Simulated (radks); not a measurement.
Problem. The mean radii <r> (bohr) of the occupied orbitals of an atom or ion are listed with their occupations. Calculated with a radial shooting solver on a logarithmic mesh with Libxc functionals: scalar-relativistic Kohn-Sham, PBEsol, spin-polarised, spherical densities, finite nucleus; Fermi nuclear charge, rms radius of each element as measured or else 0.836 A^(1/3) + 0.57 fm.

orbital  occ.      <r>
1s down     1  0.02191
1s up       1  0.02191
2s up       1  0.09331
2s down     1  0.09331
2p up       3  0.08238
2p down     3  0.08238
3s up       1   0.2446
3s down     1   0.2444
3p up       3   0.2432
3p down     3   0.2429
3d up       5   0.2214
3d down     5   0.2210
4s up       1   0.5531
4s down     1   0.5531
4p up       3   0.5854
4p down     3   0.5856
4d up       5   0.6361
4d down     5   0.6371
5s up       1    1.326
5s down     1    1.346
5p up       3    1.550
5p down     3    1.584
4f up       7   0.8538
6s up       1    3.900
6s down     1    4.110
5d up       1    2.732

Name the element and its charge. Open shells, if any, are filled with parallel spins first.

Solution. Z = 64, gadolinium, charge 0: Gd in [Xe] 4f7 5d1 6s2. The 1s radius gives Z: for a bare nucleus <r> = (2 gamma + 1)/(2Z) with gamma = sqrt(1 - (Z/c)^2), 0.02163 bohr for Z = 64, and screening makes it slightly larger (0.02191 here). The occupations add up to 64, and the charge is Z minus that.
